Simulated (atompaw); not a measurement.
Which change was made? (Ni, PAW (atompaw))

nickel, PAW, made with atompaw 4.2.0.5 (LDA (PW92), scalar-relativistic). Core [Ar], reference 3d8 4s2 4p0. Waves: 4s (bound): rc 1.80 bohr; 4s channel at 2.5 Ry: rc 3.00 bohr; 4p (bound, empty): rc 3.00 bohr; 4p channel at 2.6 Ry: rc 3.00 bohr; 3d (bound): rc 1.45 bohr; 3d channel at 0.6 Ry: rc 1.45 bohr. Local part: ultrasoft scheme with l = 3 at 0 Ry, radius 2.00 bohr. Core correction: smooth core density matched at 2.25 bohr. Augmentation charge: sinc compensation charge, radius 2.95 bohr; PAW radius 3.00 bohr; waves and projectors: custom polynom2 7 10 vanderbiltortho.

Cutoffs, loose and tight: the cutoffs (Ry, on a coarse ladder) from which the occupation-weighted sum of valence levels, in a spherical-Bessel basis at the reference potential, stays within 10 and 1 mRy of its value at 400 Ry. They see the waves, projectors and local potential, not the compensation charge or the core.

The base gives: outcome: generated; cutoff, loose: 230 Ry; cutoff, tight: over 300 Ry; bound ghosts: none.

(1) After one change the result is: outcome: generated; cutoff, loose: 30 Ry; cutoff, tight: 35 Ry; bound ghosts: none. Which change was it?
A. wave 3d (bound): rc 1.45 bohr becomes 3d (bound): rc 2.82 bohr
B. augmentation sinc compensation charge, radius 2.95 bohr; PAW radius 3.00 bohr; waves and projectors: custom polynom vanderbiltortho
C. waves 4s (bound); 4s channel at 2.5 Ry; 4p (bound); 4p channel at 2.6 Ry; 3d (bound); 3d channel at 0.6 Ry; augmentation sinc compensation charge, radius 2.95 bohr; PAW radius 3.00 bohr; waves and projectors: bloechl

## Answers

(1) C. The others give: augmentation sinc compensation charge, radius 2.95 bohr; PAW radius 3.00 bohr; waves and projectors: custom polynom vanderbiltortho → outcome: generated; cutoff, loose: 70 Ry; cutoff, tight: 110 Ry; bound ghosts: none | wave 3d (bound): rc 1.45 bohr becomes 3d (bound): rc 2.82 bohr → outcome: generated; cutoff, loose: 21 Ry; cutoff, tight: 40 Ry; bound ghosts: none.
